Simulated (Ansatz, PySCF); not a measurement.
This PySCF input computes a CCSD(T)/cc-pVDZ energy:

```python
from pyscf import gto, scf, mp, cc as ccmod

mol = gto.M(
    atom='''
    N     0.89819675   -0.79076357   -0.08377368
    C    -0.28056431   -0.22367917    0.05090285
    O    -0.63522249    0.98571426    0.03683495
    H     1.57052150   -0.02489384   -0.21783311
    H    -1.09273298   -0.98340020    0.20415215
    ''',
    basis='cc-pvdz',
    charge=-1,
    spin=0,
    verbose=4,
)

mf = scf.RHF(mol)
mf.conv_tol = 1e-10
mf.max_cycle = 100
mf.kernel()
mp2 = mp.MP2(mf, frozen=3).run()
cc = ccmod.CCSD(mf, frozen=3)
cc.max_cycle = 100
cc.kernel()
et = cc.ccsd_t()
print(f'E(CCSD(T)) = {cc.e_tot + et:.9f}')
```

### Question
Write an input for the same energy in Ansatz (a quantum-chemistry and plane-wave program) and say what it gives.

### Answer

Ansatz 0.2 input:
```yaml
crystal:
  periodic: [false, false, false]
  atoms:
    - {symbol: N, position_ang: [0.89819675, -0.79076357, -0.08377368]}
    - {symbol: C, position_ang: [-0.28056431, -0.22367917, 0.05090285]}
    - {symbol: O, position_ang: [-0.63522249, 0.98571426, 0.03683495]}
    - {symbol: H, position_ang: [1.57052150, -0.02489384, -0.21783311]}
    - {symbol: H, position_ang: [-1.09273298, -0.98340020, 0.20415215]}
basis:
  gaussian:
    orbitals: cc-pVDZ
total_charge: -1
magnetization: {spin_polarized: false}
correlation: {method: ccsd_t, electrons: outside_noble_gas}
```
It gives -168.85107 Eh, and PySCF -168.85107 Eh, a difference of 0.00 mEh.
